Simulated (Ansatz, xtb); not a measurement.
Relaxing a trial structure of GaH2OSi

The starting geometry of this gas-phase doublet was built from a drawn formula by distance geometry and a force field; its bonds are those of `[O][SiH2][Ga]`.

```yaml
atoms:
  - { symbol: Ga, position_ang: [-2.6667, -1.8692, -3.1485] }
  - { symbol: O, position_ang: [-0.5302, 0.4224, -1.8557] }
  - { symbol: Si, position_ang: [-2.0456, -0.3393, -1.5468] }
  - { symbol: H, position_ang: [-1.9748, -1.1123, -0.2890] }
  - { symbol: H, position_ang: [-3.1040, 0.6257, -1.4847] }
```

Question: Predict what becomes of its bonds when it is optimised with r2SCAN-D4/def2-SVP.

Answer: It rearranges, giving a structure given below by its coordinates. Contacts that open: Ga1–Si3 (2.30 → 3.46 Å). Contacts that close: Ga1–O2 (3.39 → 1.81 Å).

The energy falls by 2.59 eV over 17 steps:

| step | E − E(last) (eV) |
| --- | --- |
| 1 | 2.589 |
| 3 | 1.573 |
| 5 | 0.930 |
| 6 | 0.549 |
| 8 | 0.277 |
| 10 | 0.124 |
| 12 | 0.068 |
| 13 | 0.036 |
| 15 | 0.000 |
| 17 | 0.000 |

Final geometry (Å):

```tsv
atom	x (Å)	y (Å)	z (Å)
Ga	-1.2180	-1.4914	-3.9856
O	-1.8861	-0.8601	-2.4263
Si	-2.6049	-0.3656	-1.0200
H	-1.7269	-0.6659	0.1620
H	-2.8856	1.1103	-1.0549
```

From the same start GFN2-xTB reaches the same bonding as this run.

The end wasn't checked by frequencies. Open shells are spin-unrestricted. Run with Ansatz 0.2.0, 64 s on 1 thread of Intel(R) Xeon(R) 6975P-C (Granite Rapids), on a shared host.
